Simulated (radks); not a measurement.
Results of a calculation; reference values are marked as such.
Species: Co XX. Configuration: [He] 2s2 2p4.

Code: a radial shooting solver on a logarithmic mesh with Libxc functionals. Model: non-relativistic Kohn-Sham, PBE, spin-polarised, spherical densities, point nucleus; open shells are filled with parallel spins first.

Energy parts (eV):
| part | energy |
|---|---|
| total | -30764.257 |
| kinetic | 30756.463 |
| electron-nucleus | -65255.473 |
| Hartree | 4691.967 |
| exchange-correlation | -957.214 |

Orbitals (lengths in bohr, moments of r in powers of bohr; r(90%) holds 90 % of the orbital's charge):
| orbital | occ. | eigenvalue (eV) | r(90%) |
|---|---|---|---|
| 1s up | 1 | -8410.236 | 0.101 |
| 1s down | 1 | -8400.765 | 0.101 |
| 2s up | 1 | -1657.695 | 0.379 |
| 2s down | 1 | -1641.414 | 0.381 |
| 2p up | 3 | -1564.625 | 0.345 |
| 2p down | 1 | -1545.021 | 0.347 |

The highest occupied level is 2p down at -1545.0 eV. The spin density at the nucleus is -2.32 e/bohr^3 (1s -10.03, 2s 7.72), a Fermi contact field of -121 T. Spin moment in Bohr magnetons: 2. For comparison, the ionisation energy in NIST's Atomic Spectra Database is 1606 eV (semi-empirical). In exact Kohn-Sham theory the highest level is minus the ionisation energy, but local and semilocal functionals leave it too shallow, through self-interaction and a potential that decays too fast; potentials with the right tail come closer. Summed over all electrons, <r^2> = 0.3733 bohr^2, which gives a Langevin (diamagnetic) susceptibility term of -0.296 x 10^-6 cm^3/mol. The electron density at the nucleus is 1.336e+04 e/bohr^3. Virial ratio -V/T = 2.00025.
